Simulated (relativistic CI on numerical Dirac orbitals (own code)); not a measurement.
# Hyperfine structure of Ge²⁺, mass number 73

Method of calculation: Dirac-Coulomb-Breit CI, separate exchange-only KLI orbitals for each configuration, model QED, valence Slater integrals scaled by 0.85, P86 correlation energy added to each configuration (own radial code, finite nucleus).

Configurations in the expansion (outside the closed core [Ar] 3d10): 4s2, 4s.4p, 4p2, 4s.4d, 4s.4f, 4d2, 4s.5s, 4s.5p, 4p.4d, 4s.6s, 4s.5d, 4f2, 4s.6p, 4p.4f, 4s.5f, 4s.5g. Levels of other configurations are missing.

Nuclear spin I = 9/2, μ = -0.87824 μN, Q = -0.196 b (tables of Stone and Pyykkö). The electronic factors are computed for point nuclear moments, without core polarisation; leaving it out makes A of s and p electrons in near-neutral atoms 20 to 40 % too small, and it can dominate for d and f shells.

```csv
Level,E (cm⁻¹),A (MHz),B (MHz)
4s.4p 3P°_1,58795.2,-873,89.6
4s.4p 3P°_2,60319.1,-698.2,-171
4s.4p 1P°_1,89677.3,-87.69,-144
4p2 1D_2,140839.3,-130.6,-225
4p2 3P_1,144708.6,11.77,-85
4p2 3P_2,146290.2,-96.26,169
4s.5s 3S_1,155027.3,-1657,-0.0112
4s.4d 3D_1,158763.7,652.4,-5.06
```

Levels with J = 0, under 50 % of one LS term, or S terms without an open s electron are left out. Small factors come from cancelling terms and can be off by tens of per cent or more.

For a near-neutral ion this model can misplace configurations by up to about 10,000 cm⁻¹ (more where the count of f electrons changes) and terms by 10 to 25 % of their spread. Rates follow the energies as ν³ (E1, M1) or ν⁵ (E2), so they and the lifetimes can be off by large factors. The fine structure of a lone outer electron comes out too small, for d and f at times inverted, and misplaced configurations move strength between like terms. 34 of the 44 excited levels that our extract of the measured tables holds in this range could be paired (the sources list more); they are missed by 3290 cm⁻¹ on average and 6193 at most, and levels without a partner can miss by more.

Task: Give the hyperfine levels of 4s.4p 3P°_1 relative to its centre of gravity.

Result: With K = F(F + 1) − I(I + 1) − J(J + 1), E = AK/2 + B[¾K(K + 1) − I(I + 1)J(J + 1)]/[2I(2I − 1)J(2J − 1)]: F = 7/2: 4842, F = 9/2: 813.3, F = 11/2: -3906 MHz.

LS names give the leading component of a level, which can be under half, so a name can repeat, a term be missing and a line seem to break the LS rules.
